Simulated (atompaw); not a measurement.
## Dy: one change to a PAW (atompaw) potential, before and after

atompaw 4.2.0.5 input, output lines left out:

```
Dy 66
GGA-PBE scalarrelativistic loggrid 2001 logderivrange -6 5 276
6 6 5 4 0 0
6 1 0
5 2 0
4 3 10
0 0 0
c
c
c
c
v
v
c
c
c
v
v
c
c
v
v
3
3.00 2.35 2.40 2.95
n
n
y
4.4
n
y
2.45
n
custom polynom gramschmidtortho sinc
bessel
1.90
2.05
2.70
3.00
3.00
3.00
1.50
1.50
```

Change: all radii scaled by about 1.29 (s 2.44, p 3.48, d 3.86, f 1.94 bohr); local potential bessel scheme, radius 3.10 bohr; augmentation sinc compensation charge, radius 3.02 bohr; PAW radius 3.86 bohr; waves and projectors: custom polynom gramschmidtortho; core correction smooth core density matched at 3.80 bohr.

Cutoffs: the cutoffs (Ry, on a coarse ladder) from which the occupation-weighted sum of valence levels, in a spherical-Bessel basis at the reference potential, stays within 10 and 1 mRy of its value at 400 Ry; they do not see the model core or the augmentation charge, which bear on the density cutoff.

Problem. What does the change do?

Solution. The potential gets softer (90 Ry and 140 Ry → 45 Ry and 80 Ry); neither file shows a bound ghost. A larger radius leaves more room for a smooth pseudo-wave, so fewer plane waves are needed.

```csv
quantity,base,changed
"cutoff, loose",90 Ry,45 Ry
"cutoff, tight",140 Ry,80 Ry
loose cutoff by channel (10 mRy a level),"s 10 Ry, p 10 Ry, f 50 Ry","s 8 Ry, p 6 Ry, f 30 Ry"
bound ghosts,none,none
lowest overlap eigenvalue by channel,"s 0.50, p 0.78, d 0.81, f 1.00","s 0.86, p 0.81, d 0.44, f 1.00"
```

 The cutoffs see the waves, projectors and local potential, not the compensation charge or the core.
